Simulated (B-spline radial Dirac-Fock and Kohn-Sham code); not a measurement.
## Pd⁺: non-radiative channels of the N2 vacancy

System: Pd⁺ in the configuration [Kr] 4d9.

Input file task.json (cfg lists n, l and occupation; rrms is the nuclear radius in fm):

```json
{"items": [{
  "Z": 46,
  "q": 1,
  "cfg": [[1, 0, 2], [2, 0, 2], [2, 1, 6], [3, 0, 2], [3, 1, 6], [3, 2, 10], [4, 0, 2], [4, 1, 6], [4, 2, 9]],
  "A": 106,
  "rrms": 4.5318,
  "do": ["binding", "quiet", "decay"],
  "holes": ["K", "L1", "L2", "L3", "M1", "M2", "M3", "M4", "M5", "N1", "N2", "N3"]
}]}
```

Launch: `python xray_run.py task.json out`

The computed values come from a radial atomic solver: a relativistic independent-particle model: LDA orbitals of the hole state, radiative multipoles to third order, Auger rates from the Coulomb interaction with a continuum orbital, Dirac-Fock energies. Kinetic energies are configuration averages from the vacuum level; the two-hole energies are estimated from single-hole states.

```csv
transition,kinetic energy (eV),width (meV),share (%)
N2-N4N4,25.03,1980,16.2
N2-N4N5,25.58,9880,80.9
N2-N5N5,26.14,350,2.9
```

Coster-Kronig rates are the weakest part of this model and often come out 1.5 to 2.5 times too large. Super-Coster-Kronig decay this fast strains the one-particle picture, and such widths tend to come out too large. The listed channels hold 100 % of the non-radiative rate. Summed by principal shells, of 12.2 eV in all: NNN 100.0 %.
